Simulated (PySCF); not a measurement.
These are r2SCAN-D4/def2-TZVP (PySCF) values and carry that method's errors. All species are isolated molecules in the gas phase. Delta-SCF ions had no search for a lower state. Excitations are Tamm–Dancoff values on a coarser integration grid. The basis has no diffuse functions, so Rydberg states are missing or too high.

Reference species (SMILES): `N#CBN` (neutral, multiplicity 1).

The T1 excitation (TDA) is 4.92 eV. The vertical ionisation energy (Delta-SCF) comes out as 11.29 eV.

Changed species: `N(B)C#N`.

**Question.** Predict the effect on the T1 excitation (TDA) and vertical ionisation energy (Delta-SCF).

**Answer.** the T1 excitation (TDA) goes up by 0.02 eV, to 4.94 eV; the vertical ionisation energy (Delta-SCF) falls by 0.28 eV, to 11.01 eV.
